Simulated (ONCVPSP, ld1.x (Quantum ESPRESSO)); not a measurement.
## Potentials for tantalum (Ta) compared

Generated with ld1.x 7.5 (TM, RRKJ, ultrasoft, PAW), atompaw 4.2 or ONCVPSP 4.0.1. The cutoff is in Ry: for ld1.x and atompaw files where the sum of valence levels is converged to 10 mRy in a Bessel basis, for ONCV files where the hardest occupied wave has 1 mHa per electron of residual kinetic energy. The error is the largest all-electron minus pseudo excitation energy over each file’s own four to seven test configurations (ionisations up to +4, promotions, holes and added fractions of an electron), all of which were solved. The labels leave out finer settings (local radius, basis sizes, second energies), which also bear on the numbers. Spin-polarised tests are not counted. The rows are a selection from randomly drawn settings: files with unsolved tests, undetermined cutoffs or missed reference levels are left out.

A true bound ghost makes a file unfit for plane-wave use even where its test errors are small: the radial tests pick states by their node count and pass the ghost by.

| potential | cutoff (Ry) | largest error (meV) | bound ghosts |
| --- | --- | --- | --- |
| TM, Wu–Cohen, scalar-relativistic, rc 1.95/1.85/2.15 (spd), local s, core correction yes, reference 5s2 5p6 5d2 6s0 6p0 | 40 | +5046 | none |
| ONCV, LDA (Perdew-Wang 92), scalar-relativistic, rc 2.15/1.30/1.80/0.75 (spdf), local f, core correction yes, reference 4f14 5s2 5p6 5d3 6s2, qcut 5.5/5.6/5.6/22, projectors 3/2/1/0 | 430 | -16 | s, p, d |
| ONCV, BLYP, scalar-relativistic, rc 1.55/1.40/3.05 (spd), local smoothed, core correction yes, reference 5s2 5p6 5d3 6s2, qcut 7.7/6.3/5, projectors 2/2/2 | 72 | +22 | none |

**Question.** Fill in the row for Ta: TM, PBE, scalar-relativistic, rc 2.10/3.70/2.30 (spd), local s, core correction yes, reference 5d3 6s1.5 6p0.

**Answer.** cutoff 30 Ry, largest error -80 meV, bound ghosts: none.

**Question.** Fill in the row for Ta: ONCV, PBE, scalar-relativistic, rc 1.90/1.40/2.25 (spd), local smoothed, core correction no, reference 5s2 5p6 5d3 6s2, qcut 7.3/5.3/5.7, projectors 2/1/2.

**Answer.** cutoff 96 Ry, largest error +7.9 meV, bound ghosts: none.

**Question.** Fill in the row for Ta: ONCV, PBE, fully relativistic, rc 1.10/1.60/1.75 (spd), local smoothed, core correction yes, reference 5s2 5p6 5d2, qcut 5.1/9.3/5.4, projectors 2/2/2.

**Answer.** cutoff 190 Ry, largest error +47 meV, bound ghosts: none.
